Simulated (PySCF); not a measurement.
## Correlation energy of P⁺ (phosphorus, charge +1)

[Ne] 3s2 3p2, high-spin 3P determinant. Computed with PySCF 2.14 in def2-TZVPPD, with no relativity, point nucleus. Frozen: 1s2; 12 electrons correlated.

| level | correlation energy (mhartree) |
| --- | --- |
| CCSD | -236.51 |
| (T) | -3.92 |
| CCSD(T) | -240.43 |

Diagnostics: T1 = 0.0067, D1 = 0.0270, largest double amplitude 0.098.

Cost of the coupled-cluster step: about 6 core-seconds, for 12 correlated electrons.

Iterations:

```
CC2 = 0
CCSD nocc = (np.int64(7), np.int64(5)), nmo = (47, 47)
frozen orbitals [[0], [0]]
max_cycle = 100
direct = 0
conv_tol = 1e-08
conv_tol_normt = 1e-06
diis_space = 8
diis_start_cycle = 0
Init t2, MP2 energy = -0.217319646229698
Init E_corr(UCCSD) = -0.21731964624307
cycle = 1  E_corr(UCCSD) = -0.23047744264734  dE = -0.0131577964  norm(t1,t2) = 0.047587
cycle = 2  E_corr(UCCSD) = -0.234363392665845  dE = -0.00388595002  norm(t1,t2) = 0.0184445
cycle = 3  E_corr(UCCSD) = -0.236510093076328  dE = -0.00214670041  norm(t1,t2) = 0.00859588
cycle = 4  E_corr(UCCSD) = -0.236507144425736  dE = 2.94865059e-06  norm(t1,t2) = 0.00152533
cycle = 5  E_corr(UCCSD) = -0.236502443124024  dE = 4.70130171e-06  norm(t1,t2) = 0.000233635
cycle = 6  E_corr(UCCSD) = -0.236508242088541  dE = -5.79896452e-06  norm(t1,t2) = 6.90159e-05
cycle = 7  E_corr(UCCSD) = -0.236507314238176  dE = 9.27850364e-07  norm(t1,t2) = 1.55026e-05
cycle = 8  E_corr(UCCSD) = -0.236507409737053  dE = -9.54988764e-08  norm(t1,t2) = 2.23916e-06
cycle = 9  E_corr(UCCSD) = -0.236507394371653  dE = 1.53654e-08  norm(t1,t2) = 5.02125e-07
cycle = 10  E_corr(UCCSD) = -0.236507391886279  dE = 2.48537382e-09  norm(t1,t2) = 1.2217e-07
UCCSD converged
E(UCCSD) = -340.5824339103197  E_corr = -0.2365073918862788
UCCSD(T) correction = -0.0039180987235871
```

This basis was not built for core-valence correlation, so the inner-shell part is incomplete.
